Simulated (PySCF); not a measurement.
## HF beside CCSD(T) along the alkali metals: bonds to F

HF and CCSD(T) in PySCF with def2-SVPD on every atom (core potentials on Rb, Cs), for the lowest determinant that a PBE0 search found; no spin–orbit coupling.

```tsv
molecule	state (unpaired electrons)	HF Re (Å)	HF ωe (cm⁻¹)	HF De (eV)	CCSD(T) Re (Å)	CCSD(T) ωe (cm⁻¹)	CCSD(T) De (eV)
LiF	singlet (closed shell)	1.576	925	4.13	1.595	886	5.88
NaF	singlet (closed shell)	1.934	547	3.12	?	?	?
KF	singlet (closed shell)	2.244	417	3.21	2.249	410	4.98
RbF	singlet (closed shell)	2.376	358	3.12	2.382	356	4.81
CsF	singlet (closed shell)	2.481	325	3.24	2.487	321	4.94
```

**Question.** Estimate the CCSD(T) values of NaF by adding the mean shift from HF to CCSD(T) of the other rows, and compare with the calculation.

**Answer.** The mean shifts are +0.9 pm, -13 cm⁻¹ and +1.73 eV, which give 1.943 Å, 534 cm⁻¹ and 4.85 eV. CCSD(T)/def2-SVPD gives Re = 1.956 Å, ωe = 518 cm⁻¹, De = 4.92 eV.

**Question.** What are the mean differences of HF from CCSD(T) over the whole series?

**Answer.** Re -1.2 pm, ωe +16 cm⁻¹, De -1.74 eV.

In a basis of this size CCSD(T) is itself not converged; it tends to give bonds that are too long and too weak.

Correlated steps freeze the inner cores (1 to 6 orbitals); shallow outer-core shells are correlated. Correlated levels converge slowly with the basis: in double zeta they bind strong bonds too weakly, by up to about 1 eV, and carry superposition errors of some tenths. Spin–orbit coupling is left out, which matters for elements this heavy, above all for dissociation energies. Where the molecule has an RHF reference, its open-shell atoms are computed with UHF.
